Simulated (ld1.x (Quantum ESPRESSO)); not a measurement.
**Which change was made? (Co, TM semilocal)**

- Element: cobalt (Co)
- Generator: ld1.x (Quantum ESPRESSO) 7.5
- Type: norm-conserving Troullier–Martins (semilocal form)
- Functional: PBE
- Relativity: scalar-relativistic
- Frozen core: [Ar]
- Valence charge: 9
- Reference configuration: 3d7 4s0 4p0 (charge +2)
- Partial waves: 4p (bound, empty): rc 2.15 bohr; 3d (bound): rc 1.60 bohr; 4s (bound, empty): rc 1.55 bohr
- Local potential: the s channel
- Core correction: none

Cutoffs, loose and tight: the cutoffs (Ry, on a coarse ladder) from which the occupation-weighted sum of valence levels, in a spherical-Bessel basis at the reference potential, stays within 10 and 1 mRy of its value at 400 Ry. They do not see the model core or the augmentation charge, which bear on the density cutoff. Test errors are all-electron minus pseudo excitation energies from the reference, over the configurations 3d7 4s2 4p0; 3d7 4s1 4p0; 3d6 4s0 4p0; 3d7 4s0 4p1; 3d7.5 4s1.5 4p0; 3d7 4s0 4p2; 3d6 4s2 4p1; variants that change the core or the reference have their own tests. The largest error is taken over the tests solved by every variant that gives reliable tests at all, those not shown here included: 3d6 4s0 4p0; 3d7 4s0 4p1; 3d7 4s0 4p2.

The base gives: outcome: generated; cutoff, loose: 100 Ry; cutoff, tight: 180 Ry; bound ghosts: none; largest test error (meV): -172.

(1) After one change the result is: outcome: generated; cutoff, loose: 100 Ry; cutoff, tight: 180 Ry; bound ghosts: none; largest test error (meV): -225. Which change was it?
A. reference 3d7 4s2 4p0
B. wave 4s (bound): rc 1.55 bohr becomes 4s (bound): rc 1.98 bohr
C. type PAW, which also changes the form from semilocal to separable; waves now 4s (bound): rcut 1.35, rcutus 1.55 bohr; 4s channel at -1.2 Ry: rcut 1.35, rcutus 1.55 bohr; 4p (bound): rcut 1.85, rcutus 2.15 bohr; 4p channel at 0.1 Ry: rcut 1.85, rcutus 2.15 bohr; 3d (bound): rcut 1.40, rcutus 1.60 bohr; 3d channel at -1.6 Ry: rcut 1.40, rcutus 1.60 bohr; local potential all-electron potential smoothed inside 1.20 bohr (lloc = -1); core correction a·sin(br)/r model core, default radius (ld1.x builds one for every PAW set, though the input has nlcc=.false.); augmentation PSQ, radius 1.45 bohr
D. core correction a·sin(br)/r model core inside 1.70 bohr

## Answers

(1) D. The others give: wave 4s (bound): rc 1.55 bohr becomes 4s (bound): rc 1.98 bohr → outcome: generated; cutoff, loose: 100 Ry; cutoff, tight: 180 Ry; bound ghosts: none; largest test error (meV): -172 | type PAW, which also changes the form from semilocal to separable; waves now 4s (bound): rcut 1.35, rcutus 1.55 bohr; 4s channel at -1.2 Ry: rcut 1.35, rcutus 1.55 bohr; 4p (bound): rcut 1.85, rcutus 2.15 bohr; 4p channel at 0.1 Ry: rcut 1.85, rcutus 2.15 bohr; 3d (bound): rcut 1.40, rcutus 1.60 bohr; 3d channel at -1.6 Ry: rcut 1.40, rcutus 1.60 bohr; local potential all-electron potential smoothed inside 1.20 bohr (lloc = -1); core correction a·sin(br)/r model core, default radius (ld1.x builds one for every PAW set, though the input has nlcc=.false.); augmentation PSQ, radius 1.45 bohr → outcome: generated, overlap not positive; bound ghosts: not determined (overlap not positive); largest test error (meV): -340 | reference 3d7 4s2 4p0 → outcome: generated; cutoff, loose: 100 Ry; cutoff, tight: 180 Ry; bound ghosts: none; largest test error (meV): +100. A file whose overlap is not positive is unfit for use, and its test errors describe a broken file. In the semilocal form every listed channel keeps its own potential, so the choice of the local channel does not act on these tests. It acts once the file is put into the separable form.
